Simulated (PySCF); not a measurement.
Compound: C5H7O4S (charge -1).
Bonds: O1–S2 (double), S2–O3 (double), S2–O4, S2–C5, C5–C6 (double), C6–C7, C7–C8, C8–C9, C9–O10, C5–O10. Hydrogens: H11 on C6; H12, H13 on C7; H14, H15 on C8; H16, H17 on C9.

Probes without a nucleus sit at each ring's centroid and 1 Å off its mean plane on both sides; NICS is minus the shielding there, NICSzz its component along the normal. Level: GIAO PBE0/pcSseg-1 (PySCF, non-relativistic, gas phase) on the GFN2-xTB geometry, one conformer.

Ring bond lengths (Å), with Mayer bond orders in brackets: C5–C6 1.322 (1.72), C6–C7 1.507 (1.03), C7–C8 1.528 (1.04), C8–C9 1.529 (1.03), C9–O10 1.414 (0.93), O10–C5 1.356 (1.00).

Problem. What do the NICS probes read (ppm)?

Solution. 
```tsv
ring	type	NICS(0)	NICS(1), two faces	NICS(1)zz, two faces	rms pucker (Å)	centre to ring atoms, mean (Å)
C5–C6–C7–C8–C9–O10	6-membered ring with O; formal bonds 1 double, 5 single	-2.0	-2.5 / -2.0	1.5 / 1.2	0.20	1.41
```

Problem. What can be read from them?

Solution. 
- C5–C6–C7–C8–C9–O10: mean NICS(1)zz 1.3 ppm, near zero. C7, C8, C9 have four or more neighbours, so the value isn't read as a sign of a π ring current.

Problem. How shielded are the nuclei of the rings and their hydrogens (means over atoms taken as equivalent)?

Solution. 
```csv
atoms,environment,σ isotropic (ppm),"principal values of the symmetric part, first atom (ppm)"
C5,vinylic carbon bearing oxygen,13.5,"-89.1, 34.1, 95.6"
C6,alkene CH carbon,94.9,"15.0, 101.7, 167.9"
C7,allylic carbon,160.9,"151.7, 161.0, 170.1"
C8,ring CH2 carbon,159.5,"151.4, 159.2, 167.9"
C9,sp3 carbon bound to oxygen,118.2,"95.2, 105.5, 153.7"
O10,cyclic ether oxygen,228.7,"127.1, 239.8, 319.3"
H11,vinylic hydrogen,26.20,"21.4, 26.4, 30.8"
H12 (×2),methylene hydrogen,29.74,"25.7, 27.2, 36.0"
H14 (×2),methylene hydrogen,30.32,"26.4, 28.5, 36.9"
H16 (×2),methylene hydrogen,27.84,"23.0, 27.4, 32.5"
```
